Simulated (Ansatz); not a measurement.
CH8SSi2, SMILES C[SiH2]S[SiH3]. Atoms are numbered in the order given.

```xyz
12

Si     1.3971     1.1134     0.6863
S      0.4458    -0.8157     0.8579
Si    -0.7909    -0.8007    -0.9259
C     -2.1032     0.5428    -0.8616
H      1.9926     1.2915    -0.6695
H      0.4388     2.2308     0.9257
H      2.4628     1.1492     1.7230
H      0.0722    -0.6167    -2.1290
H     -1.4101    -2.1541    -0.9601
H     -2.7535     0.4859    -1.7503
H     -2.7280     0.4288     0.0378
H     -1.6460     1.5444    -0.8372
```

Coordinates come from a B3LYP-D3(BJ)/def2-SVP optimisation. The values are those of a single conformer.

Two levels are set side by side: PBE-D3(BJ)/def2-SVP (Ansatz, a program for electronic structure) and B3LYP-D3(BJ)/def2-SVP (Ansatz). Each level has its own optimised geometry; the coordinates shown are those of the second. Differences are taken from unrounded values.

```json
[
 {"quantity": "mean bond length (Å)", "B3LYP-D3(BJ)": "1.542", "PBE-D3(BJ)": "1.552", "PBE-D3(BJ) minus B3LYP-D3(BJ)": "0.009"},
 {"quantity": "bond Si1–S2 (Å)", "B3LYP-D3(BJ)": "2.158", "PBE-D3(BJ)": "2.161", "PBE-D3(BJ) minus B3LYP-D3(BJ)": "0.003"},
 {"quantity": "bond S2–Si3 (Å)", "B3LYP-D3(BJ)": "2.171", "PBE-D3(BJ)": "2.176", "PBE-D3(BJ) minus B3LYP-D3(BJ)": "0.005"},
 {"quantity": "bond Si3–C4 (Å)", "B3LYP-D3(BJ)": "1.879", "PBE-D3(BJ)": "1.884", "PBE-D3(BJ) minus B3LYP-D3(BJ)": "0.005"},
 {"quantity": "bond Si1–H5 (Å)", "B3LYP-D3(BJ)": "1.491", "PBE-D3(BJ)": "1.504", "PBE-D3(BJ) minus B3LYP-D3(BJ)": "0.013"},
 {"quantity": "bond Si1–H6 (Å)", "B3LYP-D3(BJ)": "1.491", "PBE-D3(BJ)": "1.506", "PBE-D3(BJ) minus B3LYP-D3(BJ)": "0.015"},
 {"quantity": "bond Si1–H7 (Å)", "B3LYP-D3(BJ)": "1.487", "PBE-D3(BJ)": "1.501", "PBE-D3(BJ) minus B3LYP-D3(BJ)": "0.014"},
 {"quantity": "bond Si3–H8 (Å)", "B3LYP-D3(BJ)": "1.492", "PBE-D3(BJ)": "1.507", "PBE-D3(BJ) minus B3LYP-D3(BJ)": "0.015"},
 {"quantity": "bond Si3–H9 (Å)", "B3LYP-D3(BJ)": "1.489", "PBE-D3(BJ)": "1.503", "PBE-D3(BJ) minus B3LYP-D3(BJ)": "0.014"},
 {"quantity": "bond C4–H10 (Å)", "B3LYP-D3(BJ)": "1.103", "PBE-D3(BJ)": "1.110", "PBE-D3(BJ) minus B3LYP-D3(BJ)": "0.007"},
 {"quantity": "bond C4–H11 (Å)", "B3LYP-D3(BJ)": "1.101", "PBE-D3(BJ)": "1.108", "PBE-D3(BJ) minus B3LYP-D3(BJ)": "0.007"},
 {"quantity": "bond C4–H12 (Å)", "B3LYP-D3(BJ)": "1.101", "PBE-D3(BJ)": "1.108", "PBE-D3(BJ) minus B3LYP-D3(BJ)": "0.007"}
]
```

Exact exchange shortens and stiffens bonds; PBE has none. Differences between two approximate levels are no errors against the true value.
